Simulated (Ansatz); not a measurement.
Harmonic frequencies (cm⁻¹) at PBE0-D4/def2-TZVP from Ansatz: 88, 169, 181, 443, 568, 613, 637, 658, 740, 812, 821, 852, 994, 1007, 1079, 1264, 1269, 1450, 1454, 1464, 2172, 3068, 3097, 3159, 3169, 3176, 3558.

Which molecule is it?
A. `C=[C](N)[GeH3]`
B. `[CH3][GeH]1[CH2][NH]1`
C. `C[CH2][Ge][NH2]`
D. `N=C[CH2][GeH3]`

B.
